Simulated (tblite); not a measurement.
Species: C6H7OP.
Geometry (GFN2-xTB, Å), atoms numbered from 1 in this order:
```xyz
15
C6H7OP angstrom
C      2.460    0.147   -0.107
O      1.414   -0.791   -0.164
C      0.125   -0.361   -0.050
C     -0.827   -1.382   -0.124
C     -2.180   -1.175   -0.033
P     -2.958    0.363    0.191
C     -1.556    1.377    0.241
C     -0.243    0.969    0.125
H      2.484    0.668    0.856
H      3.376   -0.430   -0.225
H      2.390    0.880   -0.917
H     -0.445   -2.384   -0.262
H     -2.831   -2.038   -0.105
H     -1.738    2.436    0.377
H      0.525    1.729    0.175
```

Calculated harmonic vibrations of the isolated species, GFN2-xTB (tblite), most abundant isotopes, no scaling. Errors from tens to a few hundred cm⁻¹ against measured bands are possible. One conformer, not necessarily the lowest.

Harmonic wavenumbers (cm⁻¹): 84.8, 162.9, 238.1, 241.0, 323.9, 362.1, 397.0, 473.5, 543.1, 573.4, 703.9, 765.2, 815.7, 817.9, 836.4, 889.6, 912.3, 943.7, 1060.9, 1121.2, 1146.1, 1165.8, 1196.0, 1239.6, 1284.0, 1373.1, 1395.3, 1405.3, 1473.1, 1483.6, 1491.0, 1565.7, 2929.1, 2942.7, 3026.3, 3040.4, 3043.1, 3067.3, 3070.1.

A = 4602, B = 1136, C = 916.6 MHz; mass 126.023 u (most abundant isotopes); point group Cs, symmetry number 1.

Zero-point energy?

½Σν̃ = 24802 cm⁻¹ = 296.70 kJ/mol.

Give the ideal-gas entropy at 350 K and 1 bar in the rigid-rotor, harmonic-oscillator model (classical rotation).

Translation 172.51, rotation 121.65, vibration 87.80: S = 382.0 J/(mol K).

And Cp and H(350 K) − H(0)?

Cp = 146.44 J/(mol K), of which vibrations give 113.19 (their classical limit is 39 R = 324.3); H(350 K) − H(0) = 29.64 kJ/mol without the zero-point energy, 18.00 from vibrations.

Which modes carry the vibrational entropy at 350 K?

84.8 cm⁻¹: 17.12; 162.9 cm⁻¹: 11.80; 238.1 cm⁻¹: 8.82; 241.0 cm⁻¹: 8.72; 323.9 cm⁻¹: 6.52; 362.1 cm⁻¹: 5.73 J/(mol K); the other 33 give 29.08 together.

What must be added to the electronic energy to get the Gibbs energy at 350 K and 1 bar?

ZPE + [H(350 K) − H(0)] − T·S = 296.70 + 29.64 − 133.68 = 192.66 kJ/mol.

Hindered rotation and anharmonicity are outside this model. Other conformers, if any are populated, would add a mixing term that is left out.
